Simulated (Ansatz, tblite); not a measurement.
Forces on Zr₃O₇H₂ at its PBE0-D4/def2-SVP geometry. Charge 0, multiplicity 1.

In the def2 sets Zr takes a core potential; there is no spin–orbit coupling. The xTB rows come from tblite. The structure holds 2 bonds between oxygen atoms, so isomers without such links may lie far lower. No other spin state of charge 0 was run. Another isomer (singlet) lies 4.75 eV lower at PBE0-D4/def2-TZVP; other spin states weren't run for this one.

GFN1-xTB (tblite), largest force 1.98 eV/Å:

```xyz
12
positions Å, forces eV/Å
Zr    0.450   -0.865    1.708   -0.310    0.273   -1.214
Zr    1.294    1.240   -0.472   -0.185   -0.467   -0.057
Zr   -1.346   -0.320   -0.818    0.828   -0.623    0.095
O    -0.385    0.861    0.587   -0.005   -0.107   -0.467
O    -0.541   -2.050   -0.025   -0.894    1.428    0.869
O     0.612   -0.936    3.446    0.091   -0.210    0.605
O     2.054   -0.054    0.672   -0.512    0.005   -0.143
O    -1.524   -1.489    0.914    1.215   -0.010   -1.186
O     0.463   -0.155   -1.900   -0.985    1.605    0.623
O    -0.271    1.118   -2.006    0.707   -1.387    0.655
H    -3.055   -0.219   -1.588    0.443    0.008    0.287
H     2.249    2.868   -0.519   -0.393   -0.516   -0.066
```

GFN2-xTB (tblite), largest force 1.04 eV/Å:

```
Zr 0.314 -0.091 0.066
Zr 0.934 0.449 0.061
Zr -0.681 -0.614 -0.382
O -0.559 0.705 0.305
O 0.500 0.042 -0.505
O -0.002 -0.107 0.204
O -0.118 -0.238 -0.165
O -0.476 0.244 0.314
O 0.318 -0.469 0.084
O -0.292 0.475 -0.161
H 0.348 -0.026 0.227
H -0.285 -0.370 -0.047
```

PBE-D4/def2-TZVP (Ansatz), largest force 0.95 eV/Å:

```
Zr -0.043 0.011 -0.825
Zr -0.112 0.237 -0.140
Zr -0.047 0.077 -0.075
O -0.235 0.467 0.402
O 0.435 -0.640 -0.457
O 0.075 -0.031 0.944
O 0.514 -0.273 0.215
O -0.633 0.042 0.608
O 0.468 -0.720 -0.283
O -0.354 0.713 -0.328
H -0.141 0.006 -0.065
H 0.074 0.111 0.005
```
